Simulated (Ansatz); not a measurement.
Pulling on the Ge1–H2 bond in GeH4 (SMILES [GeH4]) (multiplicity 1 held, fragments rigid). Energies count from the point at 1.536 Å.
Geometry at that point (charge 0, multiplicity 1):
| atom | x (Å) | y (Å) | z (Å) |
|---|---|---|---|
| Ge | 0.0000 | 0.0000 | 0.0000 |
| H | -0.6159 | -0.8821 | -1.0960 |
| H | 0.5733 | -0.8907 | 1.1121 |
| H | -1.0824 | 0.9183 | 0.5865 |
| H | 1.1249 | 0.8545 | -0.6025 |

Restricted levels (R-, RO-) in cc, def2 and unpolarised 6-31G sets keep to the state of the molecule at rest. Active spaces are followed from a long bond inwards. Levels need not reach the same state.

Cores are frozen in the correlated methods. Filled d and f shells under p-block atoms count as core.

Run with Ansatz (Gaussian orbitals). 

Energies in eV.

```
R (Å)  R-HF/cc-pVTZ  R-r2SCAN/cc-pVTZ  R-MP2/cc-pVTZ  FIC-NEVPT4(SD) on CASSCF(2,2)/cc-pVTZ  FIC-MRCISD on CASSCF(2,2)/cc-pVTZ  FIC-MRCISD+Q on CASSCF(2,2)/cc-pVTZ
-----  ------------  ----------------  -------------  -------------------------------------  ---------------------------------  -----------------------------------
1.229          1.35              1.24           1.35                                   1.37                               1.37                                 1.36
1.382          0.26              0.23           0.26                                   0.28                               0.27                                 0.27
1.536          0.00              0.00           0.00                                   0.00                               0.00                                 0.00
1.689          0.18              0.18           0.17                                   0.15                               0.15                                 0.15
1.843          0.58              0.56           0.56                                   0.51                               0.51                                 0.51
2.073          1.36              1.26           1.31                                   1.19                               1.19                                 1.20
2.304          2.18              1.98           2.09                                   1.87                               1.87                                 1.88
2.688          3.45              3.03           3.24                                   2.78                               2.78                                 2.80
3.072          4.49              3.83           4.13                                   3.34                               3.34                                 3.36
3.532          5.47              4.49           4.84                                   3.65                               3.65                                 3.68
4.147          6.41              5.02           5.29                                   3.78                               3.77                                 3.80
4.915          7.17              5.34           5.24                                   3.81                               3.80                                 3.83
```

Doubts at one or more of the structures used: a restricted determinant that unrestricted orbitals would lower (R-HF/cc-pVTZ, R-r2SCAN/cc-pVTZ, R-MP2/cc-pVTZ).

Ansatz is a program for electronic structure.
